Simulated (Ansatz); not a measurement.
ammonium (SMILES [NH4+]) moved off its minimum; all values from Ansatz (a quantum-chemistry and plane-wave program), cores frozen in correlated methods.
(charge 1, multiplicity 1)
```xyz
5

N      0.0704    -0.0027     0.0194
H     -0.7809    -0.3177    -0.6524
H      0.0356     1.0204    -0.0092
H     -0.2790    -0.2750     1.0523
H      0.8679    -0.5231    -0.3480
```

Forces at PBE/def2-TZVPP (eV/Å):

| atom | Fx | Fy | Fz |
|---|---|---|---|
| N1 | -4.823 | -1.562 | 0.739 |
| H2 | 1.944 | 0.719 | 1.666 |
| H3 | 0.861 | 0.236 | -0.278 |
| H4 | 1.308 | 0.279 | -2.498 |
| H5 | 0.710 | 0.327 | 0.371 |

Task: Give the forces (eV/Å), the total energy and the dipole at CCSD(T)/aug-cc-pVTZ.

Result: 
| atom | Fx | Fy | Fz |
|---|---|---|---|
| N1 | -5.007 | -1.586 | 0.709 |
| H2 | 2.157 | 0.799 | 1.845 |
| H3 | 0.920 | -0.052 | -0.285 |
| H4 | 1.423 | 0.332 | -2.771 |
| H5 | 0.507 | 0.508 | 0.502 |
Energy -56.7994 hartree.
